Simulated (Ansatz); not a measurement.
This geometry of a periodic cell of 19 atoms, MgAl₁₈ (surface Al(111), adsorbate Mg) is a first-order saddle point. Atoms 1 to 6 are held.

Method: Ansatz 0.2.0, DFT PBE, scalar-relativistic, plane waves, PAW. Settings: cutoff 420 eV, k mesh 3x2x1, fermi-dirac smearing 0.15 eV, no spin polarisation.

```xyz
19
Lattice="5.7276 0.0000 0.0000 4.2957 7.4403 0.0000 0.0000 0.0000 17.6765" Properties=species:S:1:pos:R:3
Al 1.432 0.827 1.000
Al 4.296 0.827 1.000
Al 2.864 3.307 1.000
Al 5.728 3.307 1.000
Al 4.296 5.787 1.000
Al 7.159 5.787 1.000
Al 0.004 1.654 3.374
Al 2.858 1.643 3.386
Al 1.432 4.134 3.357
Al 4.293 4.127 3.318
Al 2.865 6.632 3.362
Al 5.728 6.625 3.356
Al 0.010 0.008 5.743
Al 2.860 -0.019 5.791
Al 1.435 2.500 5.801
Al 4.295 2.443 5.732
Al 2.924 4.950 5.642
Al 5.662 4.940 5.623
Mg 7.131 5.083 8.022
```

Task: Which two structures does it join? (They come from a converged band through this point; their orientation in space is the band's.)

Result: Contacts lost: Al14–Mg19. Contacts made: Al15–Mg19. The atom that moves furthest is Mg19, by 1.74 Å.

Image 0:

```xyz
19
Lattice="5.7276 0.0000 0.0000 4.2957 7.4403 0.0000 0.0000 0.0000 17.6765" Properties=species:S:1:pos:R:3
Al 1.432 0.827 1.000
Al 4.296 0.827 1.000
Al 2.864 3.307 1.000
Al 5.728 3.307 1.000
Al 4.296 5.787 1.000
Al 7.159 5.787 1.000
Al 0.001 1.643 3.360
Al 2.864 1.653 3.348
Al 1.427 4.135 3.354
Al 4.299 4.130 3.341
Al 2.867 6.617 3.368
Al 5.725 6.615 3.371
Al 0.002 -0.011 5.771
Al 2.861 0.076 5.693
Al 1.420 2.492 5.735
Al 4.307 2.466 5.706
Al 2.895 4.921 5.692
Al 5.686 4.924 5.691
Mg 7.141 5.835 8.016
```

Image 6:

Only the atoms that move by more than 0.05 Å are listed.
```
Al13 -0.009 0.007 5.701
Al14 2.872 -0.007 5.720
Al15 1.434 2.401 5.695
Al17 2.908 4.994 5.683
Al18 5.686 4.998 5.685
Mg19 7.173 4.098 7.993
```

Task: How far does it lie above each of them?

Result: 0.019 eV above the first and 0.044 eV above the second. This is the barrier of this one path; another mechanism may lie lower. Limits of this set-up: coarse k mesh, thin slab, slab without dipole correction.

Time of the run: 12 min on 1 thread of Arm Neoverse V1, with other jobs on the host, peak memory 1.1 GiB.
